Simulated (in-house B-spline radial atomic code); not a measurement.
Values are calculated unless marked as measured or tabulated.
Correlation energy from the adiabatic connection: ω²r²/2 − Z/r, ω = 0.0779, Z = 2

Two electrons in a singlet, external potential ω²r²/2 − Z/r, ω = 0.0779, Z = 2 (atomic units). Full CI in B-splines (partial waves to l = 8, correlation up to 0.6 % small) with the density held fixed gives W(λ) = <V_ee>_λ − U, and E_c is the integral of W(λ) − W(0) from 0 to 1.

```csv
λ,W(λ) − W(0) (hartree)
0,0.00000
0.02,-0.00192
0.05,-0.00477
0.12,-0.01126
0.25,-0.02281
0.4,-0.03536
0.6,-0.05092
0.8,-0.06527
1,-0.07854
```

Problem. Integrate the table by the trapezoid rule.

Solution. The strips give -0.00002, -0.00010, -0.00056, -0.00221, -0.00436, -0.00863, -0.01162, -0.01438, which sum to -0.04189 hartree. The direct value, W(1) − W(0) + T_c with T_c = 0.03658, is -0.04196; the curve is convex, so chords lie above it and the trapezoids fall short in size by 0.18 %.

Problem. Now use only three numbers: W(0) = -1.0284, the initial slope W'(0) = -0.09639 (extrapolated from the first points) and the strong-coupling limit of the point-charge-plus-continuum model, W∞ = -1.4668. What do second-order theory and the interpolation W(λ) = W∞ + (W(0) − W∞)/√(1 + 2χλ) of Seidl, Perdew and Levy give?

Solution. Second order keeps the slope alone: E_c = W'(0)/2 = -0.04820, +15 % in size against -0.04196. Matching the slope fixes χ = W'(0)/(W∞ − W(0)) = -0.09639/(-0.43840) = 0.21987. Integrating, with s = √(1 + 2χ) = 1.199890, E_c = −(W(0) − W∞)(s − 1)/(s + 1) = −0.43840 × 0.199890/2.199890 = -0.03983 hartree, -5.1 % in size against the full result. At λ = 1 the formula gives W − W(0) = -0.07303 against -0.07854. Part of the miss can come from the model's W∞.
